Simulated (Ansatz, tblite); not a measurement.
Removing an electron: BH2SF3 (relaxed from a model of B(H2S)F3, whose bonding it doesn't keep). Charge 0, multiplicity 1. Geometry: PBE-D4/def2-SVP. Ansatz, gas phase; energy differences of separate SCF runs; the oxidised species was run as a doublet alone.

```
atom   x (Å)   y (Å)   z (Å)
  B1   1.118   0.016   0.332
  S2  -1.591  -0.004   0.189
  H3  -1.612   0.947  -0.786
  H4  -1.600  -1.007  -0.732
  F5   1.197   1.185   0.967
  F6   1.278  -0.016  -0.994
  F7   1.210  -1.120   1.024
```

The xTB rows come from tblite. In the singlet geometry the species has come apart into loosely held pieces. In the doublet geometry the species has come apart into loosely held pieces.

```json
{"level": "GFN1-xTB", "−HOMO (eV)": "12.05", "vertical IE (eV)": "16.70", "−LUMO (eV)": "5.81", "HOMO–LUMO gap (eV)": "6.24"}
{"level": "GFN2-xTB", "−HOMO (eV)": "11.55", "vertical IE (eV)": "15.45", "−LUMO (eV)": "6.33", "HOMO–LUMO gap (eV)": "5.22"}
{"level": "PBE-D4/def2-TZVP", "−HOMO (eV)": "7.12", "vertical IE (eV)": "10.87", "−LUMO (eV)": "1.17", "HOMO–LUMO gap (eV)": "5.95"}
{"level": "r2SCAN-D4/def2-TZVP", "−HOMO (eV)": "7.42", "vertical IE (eV)": "10.91", "−LUMO (eV)": "0.87", "HOMO–LUMO gap (eV)": "6.56"}
{"level": "PBE0-D4/def2-TZVP", "−HOMO (eV)": "8.43", "vertical IE (eV)": "11.00", "−LUMO (eV)": "0.14", "HOMO–LUMO gap (eV)": "8.29"}
```

 Raw xTB energy differences between charge states are shifted by several eV; the methods need an empirical correction for them.
